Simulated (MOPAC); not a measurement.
Input file for MOPAC: PM3 on C2H7NSi (a complex), monomers drawn apart or pushed together.

```
PM3 1SCF PRECISE CHARGE=0 THREADS=1
C2H7NSi

Si     0.18319018 1     0.13841816 1     0.10814634 1
H     -0.21476420 1     0.16738880 1    -1.31923529 1
H     -0.23661418 1    -1.15587201 1     0.69274846 1
H     -0.51448566 1     1.23481046 1     0.81859879 1
H      1.64530193 1     0.30294759 1     0.22479007 1
C     -1.66560203 1    -0.23151728 1     6.65710089 1
C     -0.22062878 1    -0.15115656 1     6.52377818 1
N      0.92100499 1    -0.08745284 1     6.40571913 1
H     -2.10348881 1     0.76416041 1     6.58635889 1
H     -2.07632748 1    -0.85257978 1     5.86085213 1
H     -1.93216370 1    -0.66780190 1     7.61977190 1
```

Output:

```
*******************************************************************************
 **                                                                           **
 **                              MOPAC v23.2.5                                **
 **                                                                           **
 *******************************************************************************
 ** MOPAC's Digital Object Identifier: https://doi.org/10.5281/zenodo.6511958 **
 **                                                                           **
 ** Please cite the open-source release paper for use of this MOPAC version:  **
 ** J. E. Moussa and J. J. P. Stewart (2026)                                  **
 ** MOPAC: An open-source semiempirical molecular orbital program             **
 ** J. Open Source Softw., 11(119), 8025, https://doi.org/10.21105/joss.08025 **
 *******************************************************************************

                              PM3 CALCULATION RESULTS

 *******************************************************************************
 *  PM3        - The PM3 Hamiltonian to be used
 *
 *
 *
 *                 CHARGE ON SYSTEM = 0
 *
 *
 *
 *  PRECISE    - TIGHTER CRITERIA TO BE USED
 *  1SCF       - DO 1 SCF AND THEN STOP
 *  THREADS=1  - MULTI-THREADING NOT USED
 *  T=         - A TIME OF 172800.0 SECONDS REQUESTED
 *  DUMP=N     - RESTART FILE WRITTEN EVERY 7200.0 SECONDS REQUESTED
 *******************************************************************************
PM3 1SCF PRECISE CHARGE=0 THREADS=1
 C2H7NSi

   ATOM   CHEMICAL          X               Y               Z
  NUMBER   SYMBOL      (ANGSTROMS)     (ANGSTROMS)     (ANGSTROMS)

     1      Si          0.18319018  *   0.13841816  *   0.10814634  *
     2       H         -0.21476420  *   0.16738880  *  -1.31923529  *
     3       H         -0.23661418  *  -1.15587201  *   0.69274846  *
     4       H         -0.51448566  *   1.23481046  *   0.81859879  *
     5       H          1.64530193  *   0.30294759  *   0.22479007  *
     6       C         -1.66560203  *  -0.23151728  *   6.65710089  *
     7       C         -0.22062878  *  -0.15115656  *   6.52377818  *
     8       N          0.92100499  *  -0.08745284  *   6.40571913  *
     9       H         -2.10348881  *   0.76416041  *   6.58635889  *
    10       H         -2.07632748  *  -0.85257978  *   5.86085213  *
    11       H         -1.93216370  *  -0.66780190  *   7.61977190  *



          CARTESIAN COORDINATES

    NO.       ATOM           X           Y           Z

     1        Si          0.1832      0.1384      0.1081
     2         H         -0.2148      0.1674     -1.3192
     3         H         -0.2366     -1.1559      0.6927
     4         H         -0.5145      1.2348      0.8186
     5         H          1.6453      0.3029      0.2248
     6         C         -1.6656     -0.2315      6.6571
     7         C         -0.2206     -0.1512      6.5238
     8         N          0.9210     -0.0875      6.4057
     9         H         -2.1035      0.7642      6.5864
    10         H         -2.0763     -0.8526      5.8609
    11         H         -1.9322     -0.6678      7.6198

  H: (PM3): J. J. P. STEWART, J. COMP. CHEM. 10, 209 (1989).
  C: (PM3): J. J. P. STEWART, J. COMP. CHEM. 10, 209 (1989).
  N: (PM3): J. J. P. STEWART, J. COMP. CHEM. 10, 209 (1989).
 Si: (PM3): J. J. P. STEWART, J. COMP. CHEM. 10, 209 (1989).

           Empirical Formula: C2 H7 N Si  =    11 atoms



      MOLECULAR POINT GROUP   :   C1


      RHF CALCULATION, NO. OF DOUBLY OCCUPIED LEVELS = 12


 -------------------------------------------------------------------------------
 PM3 1SCF PRECISE CHARGE=0 THREADS=1
 C2H7NSi



     1SCF WAS SPECIFIED, SO BFGS WAS NOT USED
     SCF FIELD WAS ACHIEVED


                              PM3 CALCULATION
                                                       MOPAC v23.2.5 Linux




          FINAL HEAT OF FORMATION =         36.12554 KCAL/MOL =     151.14925 KJ/MOL


          COSMO AREA              =        161.19 SQUARE ANGSTROMS
          COSMO VOLUME            =        129.91 CUBIC ANGSTROMS

          IONIZATION POTENTIAL    =         11.749341 EV
          HOMO LUMO ENERGIES (EV) =        -11.749  0.659
          NO. OF FILLED LEVELS    =         12
          MOLECULAR WEIGHT        =         73.1695         POINT GROUP:  C1

          MOLECULAR DIMENSIONS (Angstroms)

            Atom       Atom       Distance
            H    11    H     2     9.14073
            N     8    H     9     3.07578
            H     3    H     4     2.21369


          SCF CALCULATIONS        =          1





   ATOM   CHEMICAL          X               Y               Z
  NUMBER   SYMBOL      (ANGSTROMS)     (ANGSTROMS)     (ANGSTROMS)

     1      Si          0.18319018  *   0.13841816  *   0.10814634  *
     2       H         -0.21476420  *   0.16738880  *  -1.31923529  *
     3       H         -0.23661418  *  -1.15587201  *   0.69274846  *
     4       H         -0.51448566  *   1.23481046  *   0.81859879  *
     5       H          1.64530193  *   0.30294759  *   0.22479007  *
     6       C         -1.66560203  *  -0.23151728  *   6.65710089  *
     7       C         -0.22062878  *  -0.15115656  *   6.52377818  *
     8       N          0.92100499  *  -0.08745284  *   6.40571913  *
     9       H         -2.10348881  *   0.76416041  *   6.58635889  *
    10       H         -2.07632748  *  -0.85257978  *   5.86085213  *
    11       H         -1.93216370  *  -0.66780190  *   7.61977190  *

                             CARTESIAN COORDINATES

   1   Si        0.183190180     0.138418160     0.108146340
   2    H       -0.214764200     0.167388800    -1.319235290
   3    H       -0.236614180    -1.155872010     0.692748460
   4    H       -0.514485660     1.234810460     0.818598790
   5    H        1.645301930     0.302947590     0.224790070
   6    C       -1.665602030    -0.231517280     6.657100890
   7    C       -0.220628780    -0.151156560     6.523778180
   8    N        0.921004990    -0.087452840     6.405719130
   9    H       -2.103488810     0.764160410     6.586358890
  10    H       -2.076327480    -0.852579780     5.860852130
  11    H       -1.932163700    -0.667801900     7.619771900


           Empirical Formula: C2 H7 N Si  =    11 atoms



      MOLECULAR POINT GROUP   :   C1


                  EIGENVALUES
 -34.05627 -28.08797 -17.30805 -16.72276 -15.55862 -15.55088 -12.41187 -12.40679
 -12.40263 -11.82431 -11.76565 -11.74934   0.65898   1.51821   1.51947   2.07153
   2.21690   2.22074   2.28397   3.44437   3.79239   3.79679   6.71155


              NET ATOMIC CHARGES AND DIPOLE CONTRIBUTIONS

  ATOM NO.   TYPE          CHARGE      No. of ELECS.   s-Pop       p-Pop
    1         Si           0.467481        3.5325     0.91404     2.61848
    2          H          -0.118295        1.1183     1.11829
    3          H          -0.118128        1.1181     1.11813
    4          H          -0.118537        1.1185     1.11854
    5          H          -0.112521        1.1125     1.11252
    6          C           0.049578        3.9504     1.09059     2.85983
    7          C          -0.161208        4.1612     1.27990     2.88131
    8          N          -0.067147        5.0671     1.74210     3.32505
    9          H           0.059511        0.9405     0.94049
   10          H           0.059829        0.9402     0.94017
   11          H           0.059435        0.9406     0.94056
 DIPOLE           X         Y         Z       TOTAL
 POINT-CHG.    -2.201    -0.122     0.222     2.216
 HYBRID        -0.920    -0.051     0.089     0.925
 SUM           -3.121    -0.173     0.311     3.141


          ATOMIC ORBITAL ELECTRON POPULATIONS

     Atom    s        px        py        pz
    1 Si   0.91404   0.87407   0.87188   0.87253
    2  H   1.11829
    3  H   1.11813
    4  H   1.11854
    5  H   1.11252
    6  C   1.09059   0.83137   1.01492   1.01354
    7  C   1.27990   0.96873   0.95627   0.95632
    8  N   1.74210   1.19640   1.06406   1.06459
    9  H   0.94049
   10  H   0.94017
   11  H   0.94056

 **********************
 *                    *
 * JOB ENDED NORMALLY *
 *                    *
 **********************




 == MOPAC DONE ==
```

The run finished.

Cost: about 0.03 core-seconds (a rough figure).
